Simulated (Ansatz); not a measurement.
Program: Ansatz. Geometries: PBE0-D4/def2-TZVP. ΔE: electronic, gas phase. CBS: MP2 limit from def2 TZ/QZ plus the TZ coupled-cluster correction, frozen cores. This one scheme is used for every species. For Se outer-core shells are correlated without core-valence functions, which leaves a few kJ/mol of doubt a bond. Scalar relativity is left out up to krypton. Each species was taken in one conformer, which may not be the lowest.

Consider the substitution at a C–Al bond: `O[C]1([AlH2])CC1` + H₂Se → `OC1([SeH])CC1` + `[AlH3]`.

```json
{"species": "`O[C]1([AlH2])CC1`", "CCSD(T)/CBS(def2) energy (Eh)": "-435.49388"}
{"species": "H₂Se", "CCSD(T)/CBS(def2) energy (Eh)": "-2401.89790"}
{"species": "`OC1([SeH])CC1`", "CCSD(T)/CBS(def2) energy (Eh)": "-2593.60134"}
{"species": "`[AlH3]`", "CCSD(T)/CBS(def2) energy (Eh)": "-243.78045"}
```

**Question.** Work out ΔE.

**Answer.** ΔE = (-2593.60134) + (-243.78045) − (-435.49388) − (-2401.89790) = 0.00999 Eh = +26.2 kJ/mol.

Largest T1 diagnostic among the species: 0.010.

The D4 term adds −3.5 kJ/mol with B3LYP and −1.7 kJ/mol with PBE0; it sums over pairs of atoms, weighted by their polarisabilities, and B3LYP, whose exchange is more repulsive, gets the larger term.

B3LYP here is the variant with VWN-RPA as its local correlation; programs differ in this.
